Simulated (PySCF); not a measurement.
Cd(Et)(OSiH3) (C₂H₈CdOSi), SMILES [SiH3][O][Cd][CH2]C.

Geometry optimised at PBE-D3(BJ)/def2-SVP. The def2 effective core potentials stand for the cores of Cd; spin–orbit coupling is left out. One conformer was computed; it need not be the lowest.

Vertical ionisation energy (IE) and electron affinity (EA) in eV. Rows of orbital energies are one-electron estimates. Where ΔSCF, EOM or ADC give a negative EA the extra electron is unbound and the value depends on the basis.

| level | IE | EA |
|---|---|---|
| −ε(HOMO), −ε(LUMO), PBE0/def2-TZVP (PySCF) | 7.61 | 0.93 |
| −ε(HOMO), −ε(LUMO), PBE/def2-TZVP (PySCF) | 6.26 | 1.76 |
